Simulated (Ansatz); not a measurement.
Relaxation of Cl4H3O2Ta (10 atoms, charge 0, multiplicity 1), to a largest force component of 0.03 eV/Å in at most 50 steps.

The calculation used RHF/def2-SVP (Ansatz).

```xyz
10
Properties=species:S:1:pos:R:3:forces:R:3
Ta -0.470 -0.493 -0.207 0.55 -0.58 -0.08
O 2.707 -0.036 -0.173 -0.20 -1.06 -0.50
H 2.991 -0.106 0.724 0.07 0.00 0.12
O 0.243 -0.515 1.497 -0.13 -0.09 0.04
H 0.150 -0.575 2.435 0.06 0.10 0.00
Cl 0.206 0.375 -2.245 0.01 0.05 -0.08
Cl -1.560 1.539 0.274 0.02 -0.01 0.00
Cl -2.458 -1.627 -0.330 0.01 0.02 0.02
Cl 0.764 -2.546 -0.715 -0.43 0.42 0.07
H 2.766 -0.936 -0.526 0.04 1.14 0.41
```

Problem. Where does it end, and by what steps?

Solution. The run converged. The force dipped under the threshold on the way, but the program's further checks kept it going. After 32 steps the energy has fallen by 0.788 eV; H10 moved furthest, 1.85 Å. Joined: Ta1–O2 (3.21 → 2.32 Å).

```
step  energy less start (eV)  largest force component (eV/Å)  accepted
   0                  0.0000                           1.135       yes
   2                 -0.1526                           1.834       yes
   4                 -0.4576                           1.898       yes
   6                 -0.6562                           0.646       yes
   8                 -0.7083                           0.311       yes
  10                 -0.7270                           0.150       yes
  12                 -0.7296                           0.084       yes
  14                 -0.7313                           0.102       yes
  16                 -0.7337                           0.155       yes
  18                 -0.7398                           0.109       yes
  20                 -0.7446                           0.043       yes
  22                 -0.7361                           0.825        no
  24                 -0.7616                           0.123       yes
  26                 -0.7851                           0.042       yes
  28                 -0.7862                           0.054       yes
  30                 -0.7866                           0.241        no
  32                 -0.7879                           0.022       yes
```

```xyz
10
Properties=species:S:1:pos:R:3
Ta -0.159 -0.672 -0.126
O 2.073 -0.065 0.066
H 2.724 -0.667 -0.279
O -0.146 -0.791 1.716
H 0.031 -0.803 2.642
Cl 0.284 -0.393 -2.462
Cl -0.329 1.699 0.033
Cl -2.361 -1.261 -0.413
Cl 0.913 -2.793 -0.272
H 2.309 0.826 -0.170
```

Whether the end is a true minimum wasn't checked by a vibrational analysis.

Time of the run: 73 s on 4 threads of Arm Neoverse V2 (shared host), peak memory 0.47 GiB.
